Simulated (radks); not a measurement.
Effect of the nuclear size on the silver ion Ag28+, [Ar] 3d1. Method: Dirac Kohn-Sham, exchange-only LDA, spin-unpolarised, spherical densities, finite nucleus; open shells are shared between the two j in proportion to 2j + 1; Fermi nuclear charge, rms radius 4.5454 fm; computed with a radial shooting solver on a logarithmic mesh with Libxc functionals. The rms radius is varied about that value; shifts are against it.

| rms radius (fm) | total energy shift (eV) | density at nucleus (e/bohr^3) | 1s1/2 shift (meV) | 2s1/2 shift (meV) | 3s1/2 shift (meV) | 3p1/2 shift (meV) | 3d5/2 shift (meV) | 4s1/2 (empty) shift (meV) | 4p1/2 (empty) shift (meV) |
|---|---|---|---|---|---|---|---|---|---|
| 3.6727 | -0.984 | 1.497e+05 | -413 | -46.8 | -10.7 | 0.546 | 0.652 | -3.79 | 0.172 |
| 4.1863 | -0.427 | 1.471e+05 | -179 | -20.3 | -4.66 | 0.237 | 0.283 | -1.64 | 0.075 |
| 4.5454 | 0 | 1.454e+05 | 0.000 | 0.000 | 0.000 | 0.000 | 0.000 | 0.000 | 0.000 |
| 4.6954 | 0.187 | 1.448e+05 | 78.7 | 8.91 | 2.04 | -0.104 | -0.124 | 0.721 | -0.033 |
| 5.1136 | 0.737 | 1.431e+05 | 310 | 35.1 | 8.05 | -0.409 | -0.488 | 2.84 | -0.129 |

Slopes of the eigenvalues against <r^2> in GHz/fm^2, as finite differences over the two radii next to the reference (eigenvalue slopes, not the field-shift constants of lines): 1s1/2 13800, 2s1/2 1560, 3s1/2 359, 3p1/2 -18.2, 3d5/2 -21.8, 4s1/2 (empty) 127, 4p1/2 (empty) -5.75.
